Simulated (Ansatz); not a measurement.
Basis sets compared for the cluster Sr6S6⁻ (the lowest doublet isomer of a short search). The state is a doublet with charge -1. Geometry PBE-D4/def2-SVP. Ansatz on 4 threads of Intel Xeon on a shared host; times are rough, and most runs start from earlier orbitals.

```xyz
12

Sr    2.5447   -3.0829   -0.0056
Sr    1.6635    1.3653   -0.2216
Sr    0.6021   -6.3174   -0.5582
Sr   -0.6093    6.3051    0.6689
Sr   -1.5966   -1.2646   -0.7326
Sr   -2.5645    3.0556    0.2705
S    -3.1849    5.8236    0.5861
S    -0.2911   -3.7515   -0.4080
S     0.2896    3.7481    0.4302
S     3.1571   -5.8649   -0.1840
S    -3.5391    0.5031   -0.1182
S     3.5283   -0.5195    0.2726
```

In the def2 sets Sr takes a core potential; there is no spin–orbit coupling. The structure comes from a short search, and lower isomers may exist.

```tsv
level	functions	energy (Eh)	HOMO (eV)	LUMO (eV)	wall time
PBE-D4/def2-SVP (with forces)	246	-2572.3843	-0.62	-0.24	43 s
PBE0-D4/def2-SVP	246	-2572.5495	-1.10	0.24	62 s
```

Task: Estimate the rows for PBE-D4/def2-SVPD, PBE0-D4/def2-SVPD.

Result: 
| level | functions | energy (Eh) | HOMO (eV) | LUMO (eV) | wall time |
| --- | --- | --- | --- | --- | --- |
| PBE-D4/def2-SVPD | 318 | -2572.4010 | -0.64 | -0.27 | 73 s |
| PBE0-D4/def2-SVPD | 318 | -2572.5676 | -1.09 | 0.21 | 1.7 min |
